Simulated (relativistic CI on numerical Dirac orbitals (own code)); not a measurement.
Sensitivity of the levels of Sm³³⁺ to α and to the nuclear radius

Computed by Dirac-Coulomb-Breit CI, KLI orbitals optimised for each configuration, derivatives by finite differences, unscaled Slater integrals, QED left out (own radial code, finite nucleus).

Configuration list (outside the closed core [Ar] 3d10): 4s, 4p, 4d, 4f, 5s, 5p, 5d, 5f. Levels of other configurations are missing.

With x = (α/α₀)² − 1 an excitation energy changes as ω = ω₀ + qx; K = 2q/ω₀ is the relative enhancement. Terms are leading LS components, so labels can repeat. The field-shift factor is F = δν/δ⟨r²⟩ for the transition from the lowest level.

Lowest level 4s 2S_1/2.

```
     Level  ω₀ (cm⁻¹)  q (cm⁻¹)  F (GHz/fm²)
4p 2P°_1/2     569284     61720         -567
4p 2P°_3/2     885273    420700         -588
 4d 2D_3/2    1785884    445200         -584
 4d 2D_5/2    1851298    511600         -583
4f 2F°_5/2    2815951    504500         -573
4f 2F°_7/2    2828633    516800         -573
 5s 2S_1/2    4541564    269500         -308
5p 2P°_1/2    4813139    295300         -565
5p 2P°_3/2    4958641    459700         -575
 5d 2D_3/2    5381112    470500         -573
 5d 2D_5/2    5412267    502100         -573
5f 2F°_5/2    5835894    499500         -568
5f 2F°_7/2    5843745    507100         -568
```

At this charge energies of transitions that change n are usually good to better than 1 %, and those within a shell (Δn = 0) to a few per cent.

Which transition from the lowest level has the largest |K|?

4p 2P°_3/2 at 885273 cm⁻¹, K = 0.95.
